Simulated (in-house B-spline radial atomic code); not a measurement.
Inner levels of selenium as electrons are removed. A shift is the extra binding of the orbital against the neutral atom ([Ar] 3d10 4s2 4p4). Computed with a radial B-spline atomic code at the basis-set limit: non-relativistic Hartree-Fock, average of the configuration, point nuclei.

This level leaves out relativity, spin-orbit splitting included, which matters for heavy ions.

```json
{"ion": "Se15+", "configuration": "[Ar] 3d1", "shift of 1s (eV)": "511.22", "radius of 1s (bohr)": "0.04499", "Σ<r²> (bohr²)": "3.0406", "change of density at nucleus (bohr⁻³)": "87.009"}
{"ion": "Se16+", "configuration": "[Ne] 3s2 3p6", "shift of 1s (eV)": "570.49", "radius of 1s (bohr)": "0.044992", "Σ<r²> (bohr²)": "2.7067", "change of density at nucleus (bohr⁻³)": "105.62"}
{"ion": "Se17+", "configuration": "[Ne] 3s2 3p5", "shift of 1s (eV)": "633.92", "radius of 1s (bohr)": "0.044986", "Σ<r²> (bohr²)": "2.356", "change of density at nucleus (bohr⁻³)": "128.04"}
{"ion": "Se18+", "configuration": "[Ne] 3s2 3p4", "shift of 1s (eV)": "699.17", "radius of 1s (bohr)": "0.04498", "Σ<r²> (bohr²)": "2.023", "change of density at nucleus (bohr⁻³)": "151.36"}
{"ion": "Se19+", "configuration": "[Ne] 3s2 3p3", "shift of 1s (eV)": "?", "radius of 1s (bohr)": "?", "Σ<r²> (bohr²)": "?", "change of density at nucleus (bohr⁻³)": "?"}
{"ion": "Se20+", "configuration": "[Ne] 3s2 3p2", "shift of 1s (eV)": "835.13", "radius of 1s (bohr)": "0.044965", "Σ<r²> (bohr²)": "1.405", "change of density at nucleus (bohr⁻³)": "200.66"}
{"ion": "Se21+", "configuration": "[Ne] 3s2 3p1", "shift of 1s (eV)": "905.83", "radius of 1s (bohr)": "0.044958", "Σ<r²> (bohr²)": "1.1181", "change of density at nucleus (bohr⁻³)": "226.65"}
{"ion": "Se22+", "configuration": "[Ne] 3s2", "shift of 1s (eV)": "?", "radius of 1s (bohr)": "?", "Σ<r²> (bohr²)": "?", "change of density at nucleus (bohr⁻³)": "?"}
{"ion": "Se23+", "configuration": "[Ne] 3s1", "shift of 1s (eV)": "1047.96", "radius of 1s (bohr)": "0.044947", "Σ<r²> (bohr²)": "0.56822", "change of density at nucleus (bohr⁻³)": "-10.887"}
{"ion": "Se24+", "configuration": "[He] 2s2 2p6", "shift of 1s (eV)": "1119.03", "radius of 1s (bohr)": "0.044944", "Σ<r²> (bohr²)": "0.30249", "change of density at nucleus (bohr⁻³)": "-288.93"}
{"ion": "Se25+", "configuration": "[He] 2s2 2p5", "shift of 1s (eV)": "?", "radius of 1s (bohr)": "?", "Σ<r²> (bohr²)": "?", "change of density at nucleus (bohr⁻³)": "?"}
{"ion": "Se26+", "configuration": "[He] 2s2 2p4", "shift of 1s (eV)": "1483.05", "radius of 1s (bohr)": "0.044853", "Σ<r²> (bohr²)": "0.22198", "change of density at nucleus (bohr⁻³)": "-130.39"}
{"ion": "Se27+", "configuration": "[He] 2s2 2p3", "shift of 1s (eV)": "1671.38", "radius of 1s (bohr)": "0.044804", "Σ<r²> (bohr²)": "0.18493", "change of density at nucleus (bohr⁻³)": "-47.517"}
{"ion": "Se28+", "configuration": "[He] 2s2 2p2", "shift of 1s (eV)": "1863.89", "radius of 1s (bohr)": "0.044753", "Σ<r²> (bohr²)": "0.14984", "change of density at nucleus (bohr⁻³)": "37.772"}
{"ion": "Se29+", "configuration": "[He] 2s2 2p1", "shift of 1s (eV)": "2060.57", "radius of 1s (bohr)": "0.044699", "Σ<r²> (bohr²)": "0.11657", "change of density at nucleus (bohr⁻³)": "125.49"}
{"ion": "Se30+", "configuration": "[He] 2s2", "shift of 1s (eV)": "2261.39", "radius of 1s (bohr)": "0.044644", "Σ<r²> (bohr²)": "0.085001", "change of density at nucleus (bohr⁻³)": "215.65"}
{"ion": "Se31+", "configuration": "[He] 2s1", "shift of 1s (eV)": "2436.15", "radius of 1s (bohr)": "0.044638", "Σ<r²> (bohr²)": "0.044469", "change of density at nucleus (bohr⁻³)": "-1130.88"}
{"ion": "Se32+", "configuration": "1s2", "shift of 1s (eV)": "2613.5", "radius of 1s (bohr)": "0.04461", "Σ<r²> (bohr²)": "0.0053143", "change of density at nucleus (bohr⁻³)": "-2530.51"}
{"ion": "Se33+", "configuration": "1s1", "shift of 1s (eV)": "3187.21", "radius of 1s (bohr)": "0.044118", "Σ<r²> (bohr²)": "0.0025952", "change of density at nucleus (bohr⁻³)": "-14553.6"}
```

Question: Fill in the row of Se19+.

Answer: shift of 1s (eV): 766.25; radius of 1s (bohr): 0.044973; Σ<r²> (bohr²): 1.7063; change of density at nucleus (bohr⁻³): 175.56.

Question: Fill in the row of Se22+.

Answer: shift of 1s (eV): 978.33; radius of 1s (bohr): 0.044949; Σ<r²> (bohr²): 0.8447; change of density at nucleus (bohr⁻³): 253.55.

Question: Fill in the row of Se25+.

Answer: shift of 1s (eV): 1298.93; radius of 1s (bohr): 0.044899; Σ<r²> (bohr²): 0.26111; change of density at nucleus (bohr⁻³): -210.86.
